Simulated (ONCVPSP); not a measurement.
**What the settings do to the ONCV potential of germanium (Ge)**

Base potential:

```json
{
 "Element": "Ge (Z = 32)",
 "Generator": "ONCVPSP 4.0.1",
 "Type": "optimised norm-conserving Vanderbilt (ONCV)",
 "Functional": "PBE",
 "Relativity": "scalar-relativistic",
 "Frozen core": "[Ar]",
 "Valence charge": "14",
 "Reference configuration": "3d10 4s2 4p2",
 "Partial waves": "4s: rc 1.45 bohr, ncon 4, nbas 8, qcut 4.1 1/bohr, 2 projectors, debl 0.7 Ha; 4p: rc 2.10 bohr, ncon 3, nbas 7, qcut 4.7 1/bohr, 2 projectors, debl 1.7 Ha; 3d: rc 1.20 bohr, ncon 3, nbas 8, qcut 15 1/bohr, 3 projectors, debl 3 Ha; f scattering state at 0.14 Ha: rc 1.65 bohr, ncon 3, nbas 6, qcut 7.3 1/bohr, 2 projectors, debl 1.1 Ha",
 "Local potential": "polynomial inside 1.10 bohr (lpopt 4, dvloc0 4 Ha)",
 "Core correction": "polynomial model core, fcfact 0.6"
}
```

Cutoffs, loose and tight: the cutoffs (Ha) at which the residual kinetic energy of the hardest occupied pseudo-wave falls to 1 and 0.1 mHa per electron. They do not see the model core or the augmentation charge, which bear on the density cutoff. Test errors are all-electron minus pseudo excitation energies from the reference, over the configurations 3d10 4s2 4p1; 3d10 4s2 4p0; 3d10 4s1 4p0; 3d10 4s1 4p2. A dash means not determined; rows that change the core or the reference have their own tests.

A true bound ghost makes a file unfit for plane-wave use even where its test errors are small: the radial tests pick states by their node count and pass the ghost by.

```csv
change,outcome,"cutoff, loose","cutoff, tight",bound ghosts,GHOST(+) flags above zero,largest test error (meV)
base,generated,82 Ha,91 Ha,none,s,-36
functional PBEsol,generated,82 Ha,91 Ha,none,s,-36
f: qcut 4.4,generated,82 Ha,91 Ha,none,s,-36
core correction none,generated,82 Ha,91 Ha,none,s,+26
"local potential polynomial inside 1.10 bohr (lpopt 4, dvloc0 -2 Ha)",generated,82 Ha,91 Ha,none,s,-36
p: nbas 8,generated,82 Ha,91 Ha,none,s,-36
"core correction polynomial model core, fcfact 0.8",generated,82 Ha,91 Ha,none,s,-36
s: nproj 3,generated,82 Ha,91 Ha,s,s,-36
```

(1) What comes out with this change to the base: s: qcut 4.5; p: qcut 5.2; d: qcut 16.6; f: qcut 8.1?

(2) What comes out with this change to the base: all radii but the core radius scaled by about 1.24 (s 1.80, p 2.60, d 1.48, f 2.04 bohr); local potential polynomial inside 1.36 bohr (lpopt 4, dvloc0 4 Ha)?

## Answers

(1) outcome: generated; cutoff, loose: 91 Ha; cutoff, tight: 103 Ha; bound ghosts: s; GHOST(+) flags above zero: none; largest test error (meV): -33.

(2) outcome: generated; cutoff, loose: 68 Ha; cutoff, tight: 78 Ha; bound ghosts: none; GHOST(+) flags above zero: none; largest test error (meV): -67.
